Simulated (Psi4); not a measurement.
CH₅FOSi (SMILES C[SiH](O)F), singlet, at a GFN2-xTB geometry; DLPNO-MP2/cc-pVDZ (Psi4).

Psi4 was given this input:
```
memory 2 GB

molecule {
0 1
  Si    0.13646255   -0.19920830    0.28491332
  C     1.34040274    0.70438131   -0.85933678
  O    -0.77538189   -1.31273429   -0.45175775
  F    -0.86736644    0.93034814    0.86423853
  H     0.69967693   -0.90219834    1.41522491
  H     2.00218829    0.01012581   -1.36839396
  H     1.96162429    1.40069433   -0.30453314
  H     0.81511623    1.27730932   -1.62100285
  H    -1.42214489   -1.09456160   -1.11814543
}

set basis cc-pvdz
set freeze_core true

energy('dlpno-mp2')
print_variables()
```

Problem. What does Psi4 print? Leave out banner, timings and long lists.

Solution. 
```
    SCF Algorithm Type (re)set to DF.

   => Loading Basis Set <=

    Name: CC-PVDZ
    Role: ORBITAL
    Keyword: BASIS

         ---------------------------------------------------------
                                   SCF
               by Justin Turney, Rob Parrish, Andy Simmonett
                          and Daniel G. A. Smith
                              RHF Reference
         ---------------------------------------------------------

  ==> Geometry <==

    Molecular point group: c1
    Full point group: C1

    Geometry (in Angstrom), charge = 0, multiplicity = 1:

       Center              X                  Y                   Z               Mass
    ------------   -----------------  -----------------  -----------------  -----------------
         SI           0.197579217635    -0.202385120601     0.237019152759    27.976926534650
         C            1.401519407635     0.701204489399    -0.907230947241    12.000000000000
         O           -0.714265222365    -1.315911110601    -0.499651917241    15.994914619570
         F           -0.806249772365     0.927171319399     0.816344362759    18.998403162730
         H            0.760793597635    -0.905375160601     1.367330742759     1.007825032230
         H            2.063304957635     0.006948989399    -1.416288127241     1.007825032230
         H            2.022740957635     1.397517509399    -0.352427307241     1.007825032230
         H            0.876232897635     1.274132499399    -1.668897017241     1.007825032230
         H           -1.361028222365    -1.097738420601    -1.166039597241     1.007825032230

  Running in c1 symmetry.

  Rotational constants: A =      0.22686  B =      0.19253  C =      0.12232 [cm^-1]
  Rotational constants: A =   6801.04970  B =   5771.82320  C =   3667.05618 [MHz]
  Nuclear repulsion =  182.717935369602685

  Charge       = 0
  Multiplicity = 1
  Electrons    = 42
  Nalpha       = 21
  Nbeta        = 21

  ==> Algorithm <==

  SCF Algorithm Type is DF.
  DIIS enabled.
  MOM disabled.
  Fractional occupation disabled.
  Guess Type is SAD.
  Energy threshold   = 1.00e-08
  Density threshold  = 1.00e-08
  Integral threshold = 1.00e-12

  ==> Primary Basis <==

  Basis Set: CC-PVDZ
    Blend: CC-PVDZ
    Number of shells: 41
    Number of basis functions: 85
    Number of Cartesian functions: 89
    Spherical Harmonics?: true
    Max angular momentum: 2

   => Loading Basis Set <=

    Name: (CC-PVDZ AUX)
    Role: JKFIT
    Keyword: DF_BASIS_SCF

  ==> Integral Setup <==

  SCF_SUBTYPE=INCORE selected. In-core MEM_DF algorithm will be used.
  Using in-core AOs.

  ==> MemDFJK: Density-Fitted J/K Matrices <==

    J tasked:                   Yes
    K tasked:                   Yes
    wK tasked:                   No
    Algorithm:                 Core
    Schwarz Cutoff:           1E-12
    Mask sparsity (%):       0.0000
    Fitting Condition:        1E-10

   => Auxiliary Basis Set <=

  Basis Set: (CC-PVDZ AUX)
    Blend: CC-PVDZ-JKFIT
    Number of shells: 153
    Number of basis functions: 437
    Number of Cartesian functions: 498
    Spherical Harmonics?: true
    Max angular momentum: 3

  Minimum eigenvalue in the overlap matrix is 1.3365357228E-02.
  Reciprocal condition number of the overlap matrix is 2.6586728467E-03.
    Using symmetric orthogonalization.

  ==> Pre-Iterations <==

  SCF Guess: Superposition of Atomic Densities via on-the-fly atomic UHF (no occupation information).

   -------------------------
    Irrep   Nso     Nmo
   -------------------------
     A         85      85
   -------------------------
    Total      85      85
   -------------------------

  ==> Iterations <==

                           Total Energy        Delta E     RMS |[F,P]|

   @DF-RHF iter SAD:  -503.14933834172780   -5.03149e+02   0.00000e+00
   @DF-RHF iter   1:  -503.99738735296131   -8.48049e-01   6.42610e-03 DIIS/ADIIS
   @DF-RHF iter   2:  -504.10168211423189   -1.04295e-01   3.50988e-03 DIIS/ADIIS
   @DF-RHF iter   3:  -504.13324611819723   -3.15640e-02   4.68752e-04 DIIS/ADIIS
   @DF-RHF iter   4:  -504.13443127618194   -1.18516e-03   1.50128e-04 DIIS/ADIIS
   @DF-RHF iter   5:  -504.13455268175278   -1.21406e-04   3.07275e-05 DIIS
   @DF-RHF iter   6:  -504.13455881397977   -6.13223e-06   7.02098e-06 DIIS
   @DF-RHF iter   7:  -504.13455914681379   -3.32834e-07   2.69213e-06 DIIS
   @DF-RHF iter   8:  -504.13455917564499   -2.88312e-08   6.49468e-07 DIIS
   @DF-RHF iter   9:  -504.13455917961500   -3.97000e-09   1.50058e-07 DIIS
   @DF-RHF iter  10:  -504.13455917985567   -2.40675e-10   3.36404e-08 DIIS
   @DF-RHF iter  11:  -504.13455917986727   -1.15961e-11   7.91132e-09 DIIS
  Energy and wave function converged.

  ==> Post-Iterations <==

    Orbital Energies [Eh]
    ---------------------

    Doubly Occupied:

[...]
    Virtual:

[...]
      85A      4.303617

    Final Occupation by Irrep:
              A
    DOCC [    21 ]
    NA   [    21 ]
    NB   [    21 ]

  @DF-RHF Final Energy:  -504.13455917986727

   => Energetics <=

    Nuclear Repulsion Energy =            182.7179353696026851
    One-Electron Energy =               -1062.0235017620011604
    Two-Electron Energy =                 375.1710072125312649
    Total Energy =                       -504.1345591798672672

Computation Completed

Properties will be evaluated at   0.000000,   0.000000,   0.000000 [a0]

Properties computed using the SCF density matrix

 Multipole Moments:

 ------------------------------------------------------------------------------------
     Multipole            Electronic (a.u.)      Nuclear  (a.u.)        Total (a.u.)
 ------------------------------------------------------------------------------------

 L = 1.  Multiply by 2.5417464519 to convert [e a0] to [Debye]
 Dipole X            :         -4.4926456            4.8507379            0.3580923
 Dipole Y            :          0.2831540           -0.2521393            0.0310148
[...]
    @Boys   65   1.2918477694065498E+02   2.117129E-08
    @Boys   66   1.2918477865150706E+02   1.324345E-08
    @Boys   67   1.2918478061368134E+02   1.518890E-08
    @Boys   68   1.2918478237252509E+02   1.361495E-08
    @Boys   69   1.2918478353665438E+02   9.011350E-09
    @Boys   70   1.2918478523564980E+02   1.315167E-08
    @Boys   71   1.2918478663316625E+02   1.081796E-08
    @Boys   72   1.2918478772312898E+02   8.437237E-09
    @Boys   73   1.2918478887942805E+02   8.950737E-09
    @Boys   74   1.2918478955425422E+02   5.223728E-09
    @Boys   75   1.2918479016766923E+02   4.748353E-09
    @Boys   76   1.2918479071530672E+02   4.239179E-09
    @Boys   77   1.2918479110720011E+02   3.033588E-09
    @Boys   78   1.2918479143169219E+02   2.511844E-09
    @Boys   79   1.2918479174059723E+02   2.391187E-09
    @Boys   80   1.2918479205033762E+02   2.397654E-09
    @Boys   81   1.2918479237474662E+02   2.511201E-09
    @Boys   82   1.2918479257008198E+02   1.512062E-09
    @Boys   83   1.2918479276731270E+02   1.526733E-09
    @Boys   84   1.2918479294103807E+02   1.344782E-09
    @Boys   85   1.2918479310620509E+02   1.278533E-09
    @Boys   86   1.2918479318610963E+02   6.185290E-10
    @Boys   87   1.2918479328470758E+02   7.632319E-10
    @Boys   88   1.2918479336751361E+02   6.409890E-10
    @Boys   89   1.2918479341388604E+02   3.589620E-10
    @Boys   90   1.2918479346861398E+02   4.236407E-10
    @Boys   91   1.2918479351405463E+02   3.517493E-10
    @Boys   92   1.2918479355814128E+02   3.412681E-10
    @Boys   93   1.2918479360242495E+02   3.427932E-10
    @Boys   94   1.2918479362718239E+02   1.916436E-10
    @Boys   95   1.2918479364749601E+02   1.572447E-10
    @Boys   96   1.2918479367145289E+02   1.854466E-10
    @Boys   97   1.2918479369091460E+02   1.506502E-10
    @Boys   98   1.2918479370716727E+02   1.258095E-10
    @Boys   99   1.2918479372115397E+02   1.082689E-10
    @Boys  100   1.2918479373372077E+02   9.727771E-11
    @Boys  101   1.2918479374209312E+02   6.480913E-11
    @Boys  102   1.2918479375079431E+02   6.735462E-11
    @Boys  103   1.2918479375711880E+02   4.895688E-11
    @Boys  104   1.2918479376402047E+02   5.342480E-11
    @Boys  105   1.2918479376822373E+02   3.253679E-11
    @Boys  106   1.2918479377276788E+02   3.517557E-11
    @Boys  107   1.2918479377517343E+02   1.862105E-11
    @Boys  108   1.2918479377889764E+02   2.882855E-11
    @Boys  109   1.2918479378118840E+02   1.773244E-11
    @Boys  110   1.2918479378334780E+02   1.671556E-11
    @Boys  111   1.2918479378492930E+02   1.224213E-11
    @Boys  112   1.2918479378642530E+02   1.158035E-11
    @Boys  113   1.2918479378823633E+02   1.401892E-11
    @Boys  114   1.2918479378899673E+02   5.886098E-12
    @Boys  115   1.2918479379020084E+02   9.320866E-12
    @Boys  116   1.2918479379105236E+02   6.591445E-12
    @Boys  117   1.2918479379219286E+02   8.828488E-12
    @Boys  118   1.2918479379280672E+02   4.751736E-12
    @Boys  119   1.2918479379335429E+02   4.238677E-12
    @Boys  120   1.2918479379393824E+02   4.520288E-12
    @Boys  121   1.2918479379424844E+02   2.401169E-12
    @Boys  122   1.2918479379463369E+02   2.982211E-12
    @Boys  123   1.2918479379485780E+02   1.734764E-12
    @Boys  124   1.2918479379509759E+02   1.856209E-12
    @Boys  125   1.2918479379531982E+02   1.720244E-12
    @Boys  126   1.2918479379548168E+02   1.252946E-12
    @Boys  127   1.2918479379560884E+02   9.843165E-13

    Boys Localizer converged.

  ==> Forming Local MO Domains <==

    Auxiliary BFs per Local MO:
      Average =  204 AUX BFs (4 atoms)
      Min     =  146 AUX BFs (3 atoms)
      Max     =  300 AUX BFs (8 atoms)

    Projected AOs per Local MO:
      Average =   83 PAOs (8 atoms)
      Min     =   80 PAOs (8 atoms)
      Max     =   85 PAOs (9 atoms)

    Local MOs per Local MO:
      Average =   13 LMOs
      Min     =   13 LMOs
      Max     =   13 LMOs

    Screened 0 of 169 LMO pairs (0.00 %)
             0 pairs met overlap criteria
             13 pairs met energy criteria

    Screened LMO pair energy =  0.000000000000

  ==> Merging LMO Domains into LMO Pair Domains <==

    Auxiliary BFs per Local MO pair:
      Average =  256 AUX BFs (6 atoms)
      Min     =  146 AUX BFs (3 atoms)
      Max     =  314 AUX BFs (9 atoms)

    Local MOs per Local MO pair:
      Average =   13 LMOs
      Min     =   13 LMOs
      Max     =   13 LMOs

    Projected AOs per Local MO pair:
      Average =   84 PAOs (8 atoms)
      Min     =   80 PAOs (8 atoms)
      Max     =   85 PAOs (9 atoms)

    Coefficient sparsity in AO -> LMO transform:   0.00 %
    Coefficient sparsity in AO -> PAO transform:   0.00 %
    Coefficient sparsity in combined transforms:   0.00 %

    Storing transformed LMO/PAO integrals in sparse format.

  ==> Transforming 3-Index Integrals to LMO/PAO basis <==

  ==> Forming Pair Natural Orbitals <==

    Natural Orbitals per Local MO pair:
      Avg:  27 NOs
      Min:  16 NOs
      Max:  46 NOs

    PNO truncation energy = -0.000032154547

  ==> Local MP2 <==

    E_CONVERGENCE = 1.00e-06
    R_CONVERGENCE = 1.00e-06

                     Corr. Energy    Delta E     Max R
  @LMP2 iter   0:  -0.609503877918 -6.095e-01  1.150e-03
  @LMP2 iter   1:  -0.615757341972 -6.253e-03  3.442e-04
  @LMP2 iter   2:  -0.615989725051 -2.324e-04  7.360e-05
  @LMP2 iter   3:  -0.616007674885 -1.795e-05  1.834e-05
  @LMP2 iter   4:  -0.616008356848 -6.820e-07  2.267e-06
  @LMP2 iter   5:  -0.616008372074 -1.523e-08  5.645e-07

  Total DLPNO-MP2 Correlation Energy:  -0.616040526621
    MP2 Correlation Energy:            -0.616008372074
    LMO Truncation Correction:          0.000000000000
    PNO Truncation Correction:         -0.000032154547

  Variable Map:
  ----------------------------------------------------------------------------
[...]
  Array Variable Map:
  ----------------------------------------------------------------------------
[...]
[...]
```
